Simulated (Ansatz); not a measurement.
Reaction (redistribution): `CO[Si]F` + `C[CH2][AlH][OH]` → `CO[Si]C` + `[OH][AlH][CH2]F`

Computed with Ansatz on PBE0-D4/def2-TZVP structures; ΔE is electronic, products minus reactants. CCSD(T)/CBS adds triple-zeta CCSD(T) − MP2 to the extrapolated MP2 energy (def2 sets, frozen cores). Functionals use def2-TZVPP. Each species was taken in one conformer, which may not be the lowest.

`CO[Si]F`:

Z-matrix (Å, degrees):
```
C
O 1 1.415
H 1 1.092 2 111.5
H 1 1.092 2 108.9 3 120.8
H 1 1.092 2 108.9 3 -120.8
Si 2 1.628 1 132.8 3 0.2
F 6 1.622 2 102.4 1 -0.0
```

`C[CH2][AlH][OH]`:

```xyz
11

C    -0.246    1.350    0.269
C    -0.635   -0.079    0.644
Al    0.294   -1.510   -0.316
O     1.459   -1.159   -1.504
H    -0.433    1.557   -0.789
H    -0.804    2.096    0.843
H     0.817    1.540    0.447
H    -1.714   -0.229    0.500
H    -0.482   -0.246    1.718
H     0.039   -3.051   -0.064
H     1.704   -0.268   -1.748
```

`CO[Si]C`:

Z-matrix (Å, degrees):
```
C
O 1 1.407
H 1 1.093 2 109.2
H 1 1.093 2 112.4 3 120.9
H 1 1.093 2 109.1 3 -118.2
Si 2 1.646 1 133.8 3 -120.5
C 6 1.908 2 103.0 1 -0.0
H 7 1.093 6 109.8 2 179.9
H 7 1.097 6 111.9 2 60.2
H 7 1.097 6 111.9 2 -60.4
```

`[OH][AlH][CH2]F`:

Cartesian coordinates in Å:
```
O -1.135 1.587 0.286
Al -0.661 -0.037 0.408
C 1.036 -0.459 -0.511
F 1.347 -1.817 -0.353
H -1.930 1.946 0.676
H -1.530 -1.095 1.200
H 1.879 0.124 -0.121
H 0.993 -0.249 -1.586
```

CCSD(T)/CBS gives +62.2 kcal/mol.

Another level gave +60.6 kcal/mol. Which?
A. BHLYP-D4/def2-TZVPP
B. ωB97X-V/def2-TZVPP
C. BLYP-D4/def2-TZVPP
D. MP2/def2-TZVPP

B. ωB97X-V 60.6, BHLYP-D4 61.6, MP2/def2-TZVPP 64.5, BLYP-D4 58.8 kcal/mol.

Largest T1 diagnostic among the species: 0.014.

From r2SCAN to r2SCAN0 (25 % exact exchange), in def2-TZVPP and without D4, ΔE moves by +0.8 kcal/mol. At CCSD(T), def2-SVP lies −1.7 kcal/mol from the extrapolated value and def2-TZVPP −0.5 kcal/mol. Leaving LDA and LC-ωPBE aside and taking each functional with its dispersion term where it has one, the values, not all of them listed here, spread over 4.7 kcal/mol, from revPBE-D4 to PBE-QIDH. LDA lies +1.4 kcal/mol from PBE without D4.
